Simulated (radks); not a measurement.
The numbers below are computed, except where a source is named.
Coherent X-ray form factor from a spherical all-electron density. Code: a radial shooting solver on a logarithmic mesh with Libxc functionals. Model: Dirac Kohn-Sham, PBE, spin-unpolarised, spherical densities, finite nucleus; Fermi nuclear charge, rms radius of each element as measured or else 0.836 A^(1/3) + 0.57 fm.

| sin(theta)/lambda (1/angstrom) | f0 (electrons) |
|---|---|
| 0.05 | 32.276 |
| 0.1 | 30.485 |
| 0.15 | 28.328 |
| 0.2 | 26.246 |
| 0.25 | 24.372 |
| 0.3 | 22.685 |
| 0.4 | 19.663 |
| 0.5 | 16.939 |
| 0.6 | 14.512 |
| 0.8 | 10.759 |
| 1 | 8.424 |
| 1.25 | 6.826 |
| 1.5 | 5.921 |
| 2 | 4.616 |

The species is in the configuration that NIST lists as its ground one. Which atom or ion scatters so?

Answer. Neutral arsenic, [Ar] 3d10 4s2 4p3. Extrapolating in s^2 from the first two rows gives f0(0) = 32.9, near the electron count 33; among species with that count, the fall with angle is slower the higher Z, and the table is that of Z = 33; from so few rows the species is fixed only to a neighbour or two.
